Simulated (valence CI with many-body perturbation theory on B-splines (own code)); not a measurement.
**As III: fill in the table**

Computed by valence CI with perturbative core correlation (CI+MBPT): three valence electrons over a frozen Dirac-Fock core [Ar] 3d10, radial functions for each j: 11 s, 11 p, 9 d, 7 f, 5 g, 2 h, 1 i, with the one-electron correlation potential Σ1 (screened to all orders), the two-electron term Σ2, the three-electron term Σ3, Breit, model QED; selected single and double excitations, second order for the rest, scaled by the run's own slope (own B-spline code, finite nucleus).

Set against measurement, 13 paired levels are off by 202 cm⁻¹ on average, the worst by 431. These come from a selection out of Moore, Atomic Energy Levels, vol. II, NSRDS-NBS 35 (1971 reprint of NBS Circular 467, 1952), an old analysis. Levels without a partner in it may be off by more.

```csv
Level,E (cm⁻¹)
4s2.4p 2P°_1/2,0.0
4s2.4p 2P°_3/2,2932
4s.4p2 4P_1/2,65157
4s.4p2 4P_3/2,66325
4s.4p2 4P_5/2,68019
4s.4p2 2D_3/2,85004
4s.4p2 2D_5/2,?
4s2.5s 2S_1/2,106624
4s.4p2 2S_1/2,107473
4s.4p2 2P_1/2,113842
4s.4p2 2P_3/2,115338
4s2.4d 2D_3/2,?
4s2.4d 2D_5/2,?
4s2.5p 2P°_1/2,?
4s2.5p 2P°_3/2,132015
4s2.6s 2S_1/2,162458
4s2.4f 2F°_7/2,163827
4s2.4f 2F°_5/2,?
4s2.5d 2D_3/2,165361
4s2.5d 2D_5/2,?
```

Q: The levels stand in rising order. What does the calculation give for the missing energies?

A: 4s.4p2 2D_5/2 85326; 4s2.4d 2D_3/2 117514; 4s2.4d 2D_5/2 117607; 4s2.5p 2P°_1/2 131298; 4s2.4f 2F°_5/2 163835; 4s2.5d 2D_5/2 165447.
